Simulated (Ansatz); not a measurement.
**Nudged elastic band run: AsH4Si**

input.yaml

```yaml
crystal:
  periodic: [false, false, false]
  atoms:
    - { symbol: Si, position_ang: [-0.217401, -0.294563, -0.470839] }
    - { symbol: As, position_ang: [0.875432, -0.163002, 1.640522] }
    - { symbol: H, position_ang: [-1.598591, 0.306765, -0.399531] }
    - { symbol: H, position_ang: [-0.339431, -1.737044, -0.880439] }
    - { symbol: H, position_ang: [0.563702, 0.444563, -1.528115] }
    - { symbol: H, position_ang: [0.758288, 1.379181, 1.592302] }
magnetization:
  spin_polarized: true
  initial_magnetization: 1
basis:
  gaussian: { orbitals: def2-SVP }
hamiltonian:
  xc: pbe
  dispersion: d4
neb:
  order_check: false
  images: 7
  f_tol: 0.03
  max_iterations: 48
  final_atoms:
    - { symbol: Si, position_ang: [-0.3507873, -0.14045929, -0.45750881] }
    - { symbol: As, position_ang: [0.15753878, 0.67283317, 1.72322902] }
    - { symbol: H, position_ang: [-1.83440839, -0.03420334, -0.68341648] }
    - { symbol: H, position_ang: [0.05793146, -1.58280365, -0.61482513] }
    - { symbol: H, position_ang: [0.35749231, 0.67138451, -1.51257289] }
    - { symbol: H, position_ang: [1.65423215, 0.3491486, 1.4989943] }
  initial_path:
    images:
      - { positions_ang: [[-0.217401, -0.294563, -0.470839], [0.875432, -0.163002, 1.640522], [-1.598591, 0.306765, -0.399531], [-0.339431, -1.737044, -0.880439], [0.563702, 0.444563, -1.528115], [0.758288, 1.379181, 1.592302]] }
      - { positions_ang: [[-0.23630846, -0.29298735, -0.45865821], [0.74350397, -0.11485656, 1.66829194], [-1.65073873, 0.2468796, -0.44110208], [-0.26992138, -1.70912218, -0.86992181], [0.5303998, 0.49107312, -1.48059225], [0.92506381, 1.31491337, 1.53588241]] }
      - { positions_ang: [[-0.25521593, -0.29141169, -0.44647743], [0.61157594, -0.06671112, 1.69606188], [-1.70288645, 0.1869942, -0.48267315], [-0.20041177, -1.68120037, -0.85940463], [0.49709759, 0.53758324, -1.4330695], [1.09183962, 1.25064574, 1.47946283]] }
      - { positions_ang: [[-0.27412339, -0.28983604, -0.43429664], [0.47964791, -0.01856568, 1.72383182], [-1.75503418, 0.1271088, -0.52424423], [-0.13090215, -1.65327855, -0.84888744], [0.46379539, 0.58409336, -1.38554675], [1.25861543, 1.1863781, 1.42304324]] }
      - { positions_ang: [[-0.29303086, -0.28826038, -0.42211586], [0.34771988, 0.02957976, 1.75160176], [-1.80718191, 0.06722341, -0.56581531], [-0.06139254, -1.62535674, -0.83837025], [0.43049319, 0.63060348, -1.338024], [1.42539124, 1.12211047, 1.36662365]] }
      - { positions_ang: [[-0.30746997, -0.25131011, -0.4309641], [0.3001746, 0.19039311, 1.74450857], [-1.81398853, 0.04186672, -0.5952156], [-0.03156154, -1.61471847, -0.78248397], [0.41224297, 0.64079874, -1.38166122], [1.48260146, 0.92887, 1.39971632]] }
      - { positions_ang: [[-0.32190908, -0.21435984, -0.43981234], [0.25262933, 0.35120647, 1.73741539], [-1.82079515, 0.01651003, -0.62461589], [-0.00173054, -1.60408019, -0.72659769], [0.39399275, 0.650994, -1.42529845], [1.53981169, 0.73562954, 1.43280898]] }
      - { positions_ang: [[-0.33634819, -0.17740956, -0.44866057], [0.20508405, 0.51201982, 1.7303222], [-1.82760177, -0.00884666, -0.65401619], [0.02810046, -1.59344192, -0.67071141], [0.37574253, 0.66118925, -1.46893567], [1.59702192, 0.54238907, 1.46590164]] }
      - { positions_ang: [[-0.3507873, -0.14045929, -0.45750881], [0.15753878, 0.67283317, 1.72322902], [-1.83440839, -0.03420334, -0.68341648], [0.05793146, -1.58280365, -0.61482513], [0.35749231, 0.67138451, -1.51257289], [1.65423215, 0.3491486, 1.4989943]] }
```

Run as:

```bash
$ ansatz run input.yaml --threads 1 --pin off --max-ram 2048MiB --backend cpu --events-out ev --progress --plain --runs-dir out
```

Output, in part (warnings, iteration lines, the closing report on the highest movable image, with atoms numbered from 0):

```
NEB end point (image 0): max|allowed force component| = 8.361e-3 eV/Å (the criterion of neb.relax_end_points is 1.000e-2)
NEB end point (image 8): max|allowed force component| = 1.234e-2 eV/Å (the criterion of neb.relax_end_points is 1.000e-2)
NEB iter   1: max|band force component| = 3.784e0 eV/Å  barrier→ = 0.3831 eV  barrier← = 0.3829 eV  Δτ_max = 0.1104 Å  (241 SCF iters)
NEB iter   2: max|band force component| = 1.133e0 eV/Å  barrier→ = 0.0726 eV  barrier← = 0.0724 eV  Δτ_max = 0.1377 Å  (196 SCF iters)
NEB iter   3: max|band force component| = 2.729e-1 eV/Å  barrier→ = 0.0381 eV  barrier← = 0.0379 eV  CI = image 4  Δτ_max = 0.0450 Å  (193 SCF iters)
NEB iter   4: max|band force component| = 9.535e-2 eV/Å  barrier→ = 0.0360 eV  barrier← = 0.0358 eV  CI = image 4  Δτ_max = 0.0049 Å  (193 SCF iters)
NEB iter   5: max|band force component| = 2.249e-2 eV/Å  barrier→ = 0.0359 eV  barrier← = 0.0357 eV  CI = image 4  Δτ_max = 0.0000 Å  (339 SCF iters)
Total energy: -68759.85626206 eV, -2526.8781105262 hartree
Atom 0 at    -0.306058    -0.240679    -0.451280 Å, force    -0.005757     0.004181     0.002494 eV/Å
Atom 1 at     0.376083     0.048384     1.820596 Å, force    -0.000310    -0.001156     0.003544 eV/Å
Atom 2 at    -1.783239     0.041227    -0.560344 Å, force     0.001213    -0.002045    -0.002265 eV/Å
Atom 3 at    -0.091127    -1.677613    -0.853529 Å, force     0.000856    -0.002420    -0.001614 eV/Å
Atom 4 at     0.429837     0.648676    -1.415690 Å, force     0.002017     0.000706     0.001126 eV/Å
Atom 5 at     1.416504     1.115904     1.414147 Å, force     0.001981     0.000734    -0.003285 eV/Å
Dipole moment:     0.033880     0.040139    -0.050397 e Å
```

It converged. A vibrational analysis at the climbing image gives one clearly imaginary mode, 158i cm⁻¹: a first-order saddle point.

Final band (atoms are numbered from 1 in the order of the input):

```csv
image,path coordinate (Å),energy (eV),dihedral H5–Si1–As2–H6 (°)
0,0.00,0.000,60
1,0.27,0.006,45
2,0.55,0.019,30
3,0.82,0.031,15
4,1.10,0.036,-1
5,1.37,0.030,-16
6,1.65,0.018,-31
7,1.92,0.005,-46
8,2.19,0.000,-62
```

Run time: 2.3 min on 1 thread of AMD EPYC 7R43 64-Core Processor (Zen 3), on a shared host, peak memory 0.14 GiB.
